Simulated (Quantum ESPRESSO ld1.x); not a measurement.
Results of a calculation; reference values are marked as such.
Question: These are the eigenvalues of the occupied orbitals of an atom or ion with whole-number occupations (eV). Level of theory: scalar-relativistic Kohn-Sham, LDA (Slater exchange, Perdew-Wang correlation), spin-polarised, spherical densities, point nucleus (ld1.x of Quantum ESPRESSO 7.5).

orbital  eigenvalue
1s up      -36504.1
1s down    -36479.0
2s up      -8261.09
2s down    -8225.91
2p up      -7815.60
2p down    -7773.37

Which element is it, and in what charge state? The configuration may be excited. Open shells, if any, are filled with parallel spins first.

Answer: Z = 53, iodine, charge +45: I45+ in [He] 2s2 2p4. The list shows which subshells hold electrons but not how many an open one holds; the 1s level, -1341.5 hartree, gives Z - s = 51.8 by -(Z - s)^2/2, which with screening and relativity narrows Z to a few neighbours, and the depths of the outer levels then fix element, charge and occupations together.
